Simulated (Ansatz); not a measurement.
A nudged elastic band was laid between two geometries of C2H9GeNSi (14 atoms, charge 0, multiplicity 1).

All numbers below come from RKS B3LYP-D4/def2-SVP (Ansatz 0.2.0).

- movable images: 7
- climbing image: yes
- spring: 5.0 eV/Å²
- optimiser: quadratic models (default)
- start path: IDPP
- force threshold: 0.05 eV/Å
- iteration limit: 44
- end points: relaxed

First end point:

```xyz
14
Properties=species:S:1:pos:R:3
C -0.161 0.943 1.444
C -0.409 0.194 0.355
Ge -2.020 0.580 -0.704
Si 0.806 -1.182 -0.121
N 2.426 -0.677 -0.491
H 0.723 0.778 2.079
H -0.810 1.764 1.777
H -3.284 0.466 0.178
H -1.957 2.015 -1.274
H -2.142 -0.411 -1.879
H 0.917 -2.121 1.036
H 0.261 -1.880 -1.319
H 3.040 -0.390 0.266
H 2.599 -0.108 -1.315
```

Last end point:

```xyz
14
Properties=species:S:1:pos:R:3
C 0.355 1.585 0.285
C -0.301 0.444 0.011
Ge -2.164 0.522 -0.589
Si 0.574 -1.208 0.203
N 2.278 -0.955 0.429
H 1.400 1.571 0.622
H -0.108 2.576 0.193
H -3.064 -0.347 0.318
H -2.646 1.988 -0.539
H -2.296 -0.013 -2.033
H 0.092 -1.934 1.416
H 0.211 -2.042 -0.989
H 2.795 -1.574 1.044
H 2.862 -0.642 -0.341
```

Task: Which bonds break or form, and what moves?

Result: No bond is made or broken. The height of N5 over the plane of its neighbours goes from -0.23 to 0.21 Å.

Task: Give the energies along the band, and the barrier.

Result: The run converged. The highest image is number 0 of 0 to 8, 0.0 kcal/mol above the first end and 3.6 kcal/mol above the last; the last end lies 3.6 kcal/mol below the first. The highest image is an end point: on this band no image between the ends rises above it. A vibrational analysis next to that end finds imaginary modes (114i, 72i cm⁻¹), so it isn't a minimum.

```
image  path coordinate (Å)  energy (kcal/mol)  height of N5 over the plane of its neighbours (Å)
    0                 0.00                0.0                                              -0.23
    1                 0.15                0.0                                              -0.24
    2                 0.67               -0.2                                              -0.24
    3                 1.19               -0.7                                              -0.23
    4                 1.70               -1.4                                              -0.15
    5                 2.22               -2.2                                               0.10
    6                 2.74               -3.1                                               0.21
    7                 3.25               -3.5                                               0.22
    8                 3.77               -3.6                                               0.21
```

Time of the run: 5.4 min on 2 threads of AMD EPYC 7B13 (Zen 3), with other jobs on the host, peak memory 0.4 GiB.
